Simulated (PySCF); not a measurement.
Question: Give a PBE0-D3(BJ)/def2-SVP geometry of InChI=1S/C2H14GeN2Si2/c1-4(2)3-5(6)7/h3H2,1-2,6-7H3.

Answer: 
Z-matrix in Å and degrees, rows numbered from 1:
```
C 
N   1  1.4407
C   2  1.4407  1  114.11
Ge  2  1.8267  1  119.15  3  -149.43
N   4  1.8710  2  113.48  1    74.32
Si  5  1.7490  4  119.67  2    86.91
Si  5  1.7493  4  119.21  2   -81.31
H   1  1.1060  2  110.64  3   -59.29
H   1  1.1014  2  110.71  3  -177.95
H   1  1.1108  2  113.41  3    61.01
H   3  1.1107  2  113.41  1   -61.57
H   3  1.1014  2  110.72  1   177.37
H   3  1.1059  2  110.61  1    58.76
H   4  1.5350  2  107.37  1  -168.33
H   4  1.5350  2  107.08  1   -43.20
H   6  1.4956  5  109.80  4   148.56
H   6  1.4993  5  112.87  4   -91.48
H   6  1.4946  5  109.04  4    28.27
H   7  1.4955  5  110.16  4  -145.58
H   7  1.4992  5  112.81  4    94.33
H   7  1.4949  5  108.77  4   -25.28
```

Si6 (SiH3 silicon) is tetrahedral (angles from 107.5° to 112.9°). The 2 Ge–N bonds span 1.827 Å (N2–Ge4, drawn single) to 1.871 Å (Ge4–N5, drawn single), a spread of 0.044 Å. Of the pairs four or more bonds apart, H8···H13 is among the closest relative to their van der Waals radii: 2.49 Å, 104 % of the sum of Bondi's values. Ge4 (germanium bonded to 2 N and 2 H) is distorted tetrahedral (angles from 106.4° to 115.9°).

Level of theory: PBE0-D3(BJ)/def2-SVP geometry optimisation, gas phase in PySCF 2.14.0.

Point group: near Cs, missed by 0.24 Å at most; the miss may be what the optimiser left on a soft mode. PBE0-D3(BJ)/def2-SVP frequencies: not computed here. One conformer, not necessarily the lowest (C1–N2–Ge4–N5 74°, N2–Ge4–N5–Si6 87°).
